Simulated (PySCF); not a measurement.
**Adding and removing an electron: ZnCl**

PBE0; Zn x2c-SVPall, Cl x2c-SVPall; spin-free X2C with a Gaussian nucleus (PySCF 2.14). Neutral (UKS): doublet (σ ↑), Re = 2.167 Å, ωe = 378 cm⁻¹, De = 2.11 eV, HOMO -6.49 eV, LUMO -3.44 eV.

ZnCl⁺ (UKS): singlet (closed shell), Re = 2.068 Å, ωe = 456 cm⁻¹, De = 2.52 eV to Zn⁺ + Cl. The energies at the minima are -2256.65166 hartree for ZnCl and -2256.32530 for ZnCl⁺.

Work out the adiabatic ionisation energy, without and with harmonic zero-point energies (1 hartree = 27.2114 eV, 1 eV = 8065.5 cm⁻¹), and the change of the bond length.

At PBE0: 0.32636 hartree = 8.881 eV between the minima; the zero-point term (456.0 − 378.0)/2 cm⁻¹ = +0.005 eV makes it 8.886 eV. Re changes by -9.9 pm against the neutral. The electron leaves a σ orbital, and the shorter bond of the ion fits an antibonding orbital, or a change in how ionic the bond is.

For an ion De counts to the pair picked by the measured ionisation energies or electron affinities, which need not be the lowest pair at this level. States were picked by a PBE0 search and need not be the measured ground states.
